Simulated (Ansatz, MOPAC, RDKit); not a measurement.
Dimer: CH4 (SMILES C) (first 5 atoms) with H4OSi (SMILES O[SiH3]); geometry from B3LYP-D3(BJ)/def2-TZVP, rigid monomers moved along the line of their centres of mass till C1···H8 is 2.92 Å.
(charge 0, multiplicity 1):
```xyz
11

C      0.192    -0.020     0.486
H     -0.764    -0.219     0.968
H      0.064    -0.053    -0.595
H      0.547     0.971     0.769
H      0.916    -0.782     0.778
O      0.974     0.241     4.183
Si    -0.591     0.105     4.694
H      1.138     0.211     3.237
H     -1.440     1.197     4.157
H     -0.545     0.185     6.168
H     -1.194    -1.186     4.279
```

Interaction energies are E(AB) − E(A) − E(B) at the monomers' geometry in the complex; basis-set methods are counterpoise corrected. RDKit's UFF carries no charges.

The state reached by PM6 isn't checked.

Run with Ansatz (Gaussian orbitals); MOPAC for PM6 (differences of heats of formation); RDKit for the force fields. 

Task: Estimate the interaction energy that UFF returns for this input.

Result: -0.9 kcal/mol

Ansatz is a program for electronic structure.
